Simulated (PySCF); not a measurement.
NbCl4, SMILES [Cl][Nb]([Cl])([Cl])[Cl] (connectivity only; charge and spin as stated), neutral, multiplicity 2.

Geometry: PBE-D3(BJ)/def2-SVP. The spin state was assumed, not searched. The isomer is the one that the SMILES or the coordinates give; other isomers of the formula were not compared. The def2 effective core potentials stand for the cores of Nb; spin–orbit coupling is left out.

The numbers are results of PBE-D3(BJ)/def2-SVP run with PySCF, not measurements.

Frequencies are harmonic and unscaled.

Modes within 1.5 cm⁻¹ of each other (mostly degenerate sets) share a row, with their intensities summed.

Computed normal modes with their intensities:
```
mode  ν (cm⁻¹)  IR (km/mol)  moving atoms (share of kinetic energy)
----  --------  -----------  --------------------------------------
1           72          0.0                                Cl 100 %
2           86          4.0                        Cl 69 %, Nb 31 %
3–5        106          4.1                        Cl 78 %, Nb 22 %
6          371          0.0                                Cl 100 %
7          398         65.4                        Cl 71 %, Nb 29 %
8–9        426        180.1                        Cl 61 %, Nb 39 %
```
